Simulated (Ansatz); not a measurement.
Reaction (redistribution): `N[CH]([SiH3])[SbH2]` + `CO[CH2][AlH][CH3]` → `CO[CH2][AlH][SiH3]` + `C[CH](N)[SbH2]`

Computed with Ansatz on PBE0-D4/def2-TZVP structures; ΔE is electronic, products minus reactants. CBS: MP2 limit from def2 TZ/QZ plus the TZ coupled-cluster correction, frozen cores. Functionals use def2-TZVPP. Elements past krypton have def2 core potentials. For Sb outer-core shells are correlated without core-valence functions, which leaves a few kJ/mol of doubt a bond. Each species was taken in one conformer, which may not be the lowest.

Question: Is it downhill or uphill in electronic energy at CCSD(T)/CBS, and by how much? (Best estimate.)

Answer: Ansatz gave: Uphill: ΔE = +0.23 eV.

Question: What do these levels give: PBE0-D4, B2PLYP, PBE, PBE0, HF/def2-QZVPP, HF/CBS(def2)? (Best estimate.)

Answer: The calculation gave: PBE0-D4 0.12, B2PLYP 0.23, PBE 0.08, PBE0 0.11, HF/def2-QZVPP 0.20, HF/CBS(def2) 0.20 eV.

Largest T1 diagnostic among the species: 0.013.
